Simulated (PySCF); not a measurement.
**Heteronuclear NMR**

Bonds (- single, = double, # triple, : aromatic): C1-O2, O2-C3, C3:P4, P4:C5, C5:C6, C6:C7, C7-C8, C7:P9, P9:C3. C1 carries H10, H11, H12; C5 carries H13; C6 carries H14; C8 carries H15, H16, H17.

- σ from GIAO-PBE0/pcSseg-1
- geometry: PBE0-D3(BJ)/def2-SVP
- code: PySCF 2.14.0 with density-fitted response routines
- no solvent model, relativity neglected, fast rotation and ring inversion assumed for equivalent nuclei, one conformer

Question: Predict the ³¹P NMR data.

Answer: 
```json
{"atoms": "P9", "environment": "phosphorus bonded to 2 C, in a 6-membered ring", "σ (ppm)": "110.4", "δ (ppm)": "186.2"}
{"atoms": "P4", "environment": "phosphorus bonded to 2 C, in a 6-membered ring", "σ (ppm)": "161.7", "δ (ppm)": "141.6"}
```

Shieldings were converted by a linear fit to measured shifts: ³¹P (scatter 18.7 ppm rms vs H3PO4, solution or neat liquid). A few per cent of atoms miss by over 2 rms, more outside the fitted compound classes.

On a 500 MHz spectrometer ³¹P resonates near 202.4 MHz, so 1 ppm is 202.4 Hz.

Question: Predict the ¹⁷O NMR data.

Answer: 
```csv
atoms,environment,σ (ppm),δ (ppm)
O2,ether oxygen,143.8,135.8
```

Shieldings were converted by a linear fit to measured shifts: ¹⁷O: δ = 264.06 − 0.892σ (rms 13.4 ppm, 147 shifts, 14.2 ppm with the 1 outlier that the fit left out vs liquid water, solution or neat liquid). A few per cent of atoms miss by over 2 rms, more outside the fitted compound classes.

On a 300 MHz spectrometer ¹⁷O resonates near 40.7 MHz, so 1 ppm is 40.7 Hz.
